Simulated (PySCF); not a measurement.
A search over the determinants of TeCl

Unrestricted PBE0; basis Te def2-TZVPP with ECP28, Cl def2-TZVPP; scalar-relativistic core potentials; PySCF 2.14. Outer shells of the fragments: Te 4d10 5s2 5p4; Cl 3s2 3p5.

Followed along the bond (rough minima from three points):

```
2Ms+1   unpaired  ⟨S²⟩ at the start  R at minimum (Å)  Te (eV)
    2        π ↑               0.75              2.32     0.00
    4  σ ↑, π ↑↑               3.75  none in the scan   ≤ 1.33
```

Solutions found at the starting distance of 2.290 Å, counted from the lowest of them; the search is not exhaustive and high or unbound solutions are not listed, so other states can lie among these:

```json
{"2Ms+1": "2", "unpaired": "π ↑", "term": "²Π", "E (eV)": "0.00", "⟨S²⟩": "0.75", "⟨Lz²⟩": "1.01", "μ (D)": "-1.35"}
{"2Ms+1": "4", "unpaired": "σ ↑, π ↑↑", "term": "⁴Σ⁻", "E (eV)": "1.79", "⟨S²⟩": "3.75", "⟨Lz²⟩": "0.00", "μ (D)": "-1.70"}
{"2Ms+1": "2", "unpaired": "σ ↓, π ↑↑", "term": "mixed", "E (eV)": "2.32", "⟨S²⟩": "1.76", "⟨Lz²⟩": "0.00", "μ (D)": "-1.48"}
{"2Ms+1": "2", "unpaired": "σ ↑, π ↑↓", "term": "mixed", "E (eV)": "2.34", "⟨S²⟩": "1.76", "⟨Lz²⟩": "2.02", "μ (D)": "-1.47"}
{"2Ms+1": "2", "unpaired": "σ ↑", "term": "mixed", "E (eV)": "3.23", "⟨S²⟩": "0.76", "⟨Lz²⟩": "2.01", "μ (D)": "-1.11"}
{"2Ms+1": "4", "unpaired": "σ ↑, π ↑↑", "term": "mixed", "E (eV)": "5.47", "⟨S²⟩": "3.76", "⟨Lz²⟩": "2.02", "μ (D)": "2.73"}
{"2Ms+1": "4", "unpaired": "σ ↑↑, π ↑", "term": "⁴Π", "E (eV)": "5.87", "⟨S²⟩": "3.76", "⟨Lz²⟩": "1.01", "μ (D)": "0.81"}
{"2Ms+1": "2", "unpaired": "π ↑", "term": "²Π", "E (eV)": "6.15", "⟨S²⟩": "0.77", "⟨Lz²⟩": "1.01", "μ (D)": "-0.99"}
```

A term symbol is given only where ⟨S²⟩ and ⟨Lz²⟩ are close to those of a pure state; real π, δ and φ orbitals otherwise mix terms. A positive dipole means Te(−)Cl(+).

Spin–orbit coupling is left out. Counting both spins, an empty level lies below a filled one in some of these solutions, because spin and occupation are held.
